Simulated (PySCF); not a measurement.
Vibration and rotation of GeN

PBE0 constants of GeN, ²Π (doublet), unpaired electrons π ↑ (PySCF, scalar-relativistic core potentials, basis sets Ge cc-pVTZ-PP with ECP10, N cc-pVTZ; masses 73.9212 and 14.0031 u):

| Quantity | Value |
| --- | --- |
| ωe | 879.6 cm⁻¹ |
| ωexe | 6.61 cm⁻¹ |
| Be | 0.47584 cm⁻¹ |
| αe | 0.00348 cm⁻¹ |
| D (centrifugal) | 5.57e-07 cm⁻¹ |
| De to Ge + N | 3.49 eV |

Problem. Give the vibrational terms G(v) and spacings up to v = 3.

Solution. G(v) = ωe(v+½) − ωexe(v+½)².

| v | G(v) (cm⁻¹) | G(v) − G(v−1) | Bv (cm⁻¹) |
| --- | --- | --- | --- |
| 0 | 438 |  | 0.4741 |
| 1 | 1305 | 866 | 0.4706 |
| 2 | 2158 | 853 | 0.4671 |
| 3 | 2998 | 840 | 0.4637 |

Problem. How well does the Morse estimate ωe²/(4ωexe) reproduce De, and what is D0?

Solution. It gives 3.63 eV, 104 % of the computed De. D0 = De − G(0) = 3.49 − 0.05 = 3.44 eV.

Spin–orbit coupling is left out. The state was picked by a PBE0 search and need not be the measured ground state.
